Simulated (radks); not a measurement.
Q: Radial electron density D(r) = 4 pi r^2 rho(r) of an atom or ion with 1 electrons. Method: scalar-relativistic Kohn-Sham, Slater X-alpha with alpha = 0.977, spin-polarised, spherical densities, point nucleus; computed with a radial shooting solver on a logarithmic mesh with Libxc functionals.

r (bohr)  D(r) (e/bohr)
0.02484          0.1364
0.02869          0.1763
0.0334           0.2301
0.03889          0.2983
0.04527          0.3839
0.0527           0.4900
0.06086          0.6117
0.07085          0.7646
0.08249          0.9429
0.09603           1.145
0.1118            1.365
0.1291            1.582
0.1503            1.804
0.175             1.999
0.2037            2.144
0.2352            2.210
0.2739            2.185
0.3188            2.051
0.3712            1.812
0.4321            1.492
0.499             1.151
0.5809           0.7982
0.6763           0.4960
0.7873           0.2714
0.9166           0.1281
1.059           0.05374
1.232           0.01775
1.435          0.004671

What is the nuclear charge?

A: Z = 4. The innermost maximum, from 1s, lies near gamma/Z bohr with gamma = sqrt(1 - (Z/c)^2) = 1.000, here 0.25 bohr (found: 0.245), and its height grows with Z. The density is that of the beryllium ion Be3+ in 1s1; the configuration itself is not fixed sharply by these data. D(r) has 1 maximum, at r = 0.245 bohr.
